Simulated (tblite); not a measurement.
Species: CH9NOSi2.
Numbering: `[CH3:1][O:2][SiH2:3][NH:4][SiH3:5]` (hydrogens: H6, H7, H8 on C1; H9, H10 on Si3; H11 on N4; H12, H13, H14 on Si5)

Geometry (GFN2-xTB, Å), atoms numbered from 1 in this order:
```
atom  x, y, z in Å
C1    -2.806   -0.166    0.106
O2    -1.445   -0.326   -0.128
Si3   -0.236    0.356    0.714
N4     1.135   -0.248   -0.127
Si5    2.792   -0.060    0.312
H6    -3.079   -0.550    1.092
H7    -3.091    0.888    0.056
H8    -3.351   -0.720   -0.659
H9    -0.288    1.819    0.636
H10   -0.266   -0.060    2.121
H11    0.930   -0.918   -0.851
H12    3.162   -0.937    1.430
H13    2.975    1.332    0.715
H14    3.567   -0.409   -0.879
```

Calculated harmonic vibrations of the isolated species, GFN2-xTB (tblite), most abundant isotopes, no scaling. Errors from tens to a few hundred cm⁻¹ against measured bands are possible. Modes of hydrogen on silicon can be 10 to 20 % off. One conformer, not necessarily the lowest.

Harmonic wavenumbers (cm⁻¹): 51.5, 73.3, 91.1, 110.1, 123.0, 214.5, 265.1, 270.5, 537.6, 577.9, 580.4, 606.8, 741.1, 755.9, 766.5, 781.9, 806.6, 819.5, 849.8, 1004.6, 1138.5, 1143.6, 1166.1, 1193.1, 1421.9, 1485.7, 1494.3, 2186.2, 2205.2, 2242.6, 2251.6, 2273.6, 2942.6, 2957.7, 2988.0, 3481.9.

A = 14486, B = 1182, C = 1130 MHz; mass 107.022 u (most abundant isotopes); point group C1, symmetry number 1.

Task: What is the zero-point energy?

Result: ½Σν̃ = 21300 cm⁻¹ = 60.90 kcal/mol.

Task: Give the ideal-gas entropy at 273.15 K and 1 bar in the rigid-rotor, harmonic-oscillator model (classical rotation).

Result: Translation 39.51, rotation 26.95, vibration 25.68: S = 92.1 cal/(mol K).

Task: And Cp and H(273.15 K) − H(0)?

Result: Cp = 31.76 cal/(mol K), of which vibrations give 23.81 (their classical limit is 36 R = 71.5); H(273.15 K) − H(0) = 5.72 kcal/mol without the zero-point energy, 3.55 from vibrations.

Task: Which modes carry the vibrational entropy at 273.15 K?

Result: 51.5 cm⁻¹: 4.59; 73.3 cm⁻¹: 3.89; 91.1 cm⁻¹: 3.47; 110.1 cm⁻¹: 3.10; 123.0 cm⁻¹: 2.88; 214.5 cm⁻¹: 1.85 cal/(mol K); the other 30 give 5.91 together.

Task: What must be added to the electronic energy to get the Gibbs energy at 273.15 K and 1 bar?

Result: ZPE + [H(273.15 K) − H(0)] − T·S = 60.90 + 5.72 − 25.17 = 41.45 kcal/mol.

Task: Blend soft modes into free rotors: weight 1/[1 + (100 cm⁻¹/ν̃)⁴] for the oscillator and the rest for a rotor with moment μB/(μ + B), μ = h/(8π²ν), B = 10⁻⁴⁴ kg m². What vibrational entropy results?

Result: 23.36 cal/(mol K) in place of 25.68, which changes −T·S at 273.15 K by +0.63 kcal/mol.

Hindered rotation and anharmonicity are outside this model. Other conformers, if any are populated, would add a mixing term that is left out. The structure is chiral; the term R ln 2 for an equal mix with its mirror image is left out.
